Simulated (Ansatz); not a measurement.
`[OH][Ga]([SH])[SiH2]F` + `O[SiH3]` → `[OH][Ga]([SH])[O][SiH3]` + `F[SiH3]`  (cleavage of the Ga–Si bond)

Program: Ansatz. Geometries: PBE0-D4/def2-TZVP. ΔE: electronic, gas phase. CCSD(T)/CBS adds triple-zeta CCSD(T) − MP2 to the extrapolated MP2 energy (def2 sets, frozen cores). This one scheme is used for every species. For Ga outer-core shells are correlated without core-valence functions, which leaves a few kJ/mol of doubt a bond. Scalar relativity is left out up to krypton. Each species was taken in one conformer, which may not be the lowest.

| species | SCS-MP2/def2-TZVPP energy (Eh) |
| --- | --- |
| `[OH][Ga]([SH])[SiH2]F` | -2787.57592 |
| `O[SiH3]` | -366.59311 |
| `[OH][Ga]([SH])[O][SiH3]` | -2763.57972 |
| `F[SiH3]` | -390.61924 |

(1) Work out ΔE.

(2) What do rigid-rotor, harmonic-oscillator terms from PBE0-D4/def2-TZVP frequencies (298.15 K, 1 bar) make of the CCSD(T)/CBS value? (Estimate.)

Largest T1 diagnostic among the species: 0.014.

## Answers

(1) ΔE = (-2763.57972) + (-390.61924) − (-2787.57592) − (-366.59311) = -0.02993 Eh = -18.8 kcal/mol. CCSD(T)/CBS gives -15.1 kcal/mol.

(2) Ansatz gave: ΔZPE = -1.1 kcal/mol, ΔH = -16.4 kcal/mol, ΔS = -19 J/(mol·K), ΔG = -15.1 kcal/mol. Modes under 50 cm⁻¹ make the entropy rough.

At CCSD(T), def2-SVP lies −4.9 kcal/mol from the extrapolated value and def2-TZVPP −1.5 kcal/mol. Leaving LDA and LC-ωPBE aside and taking each functional with its dispersion term where it has one, the values, not all of them listed here, spread over 7.0 kcal/mol, from BHLYP-D4 to PBE-D4.
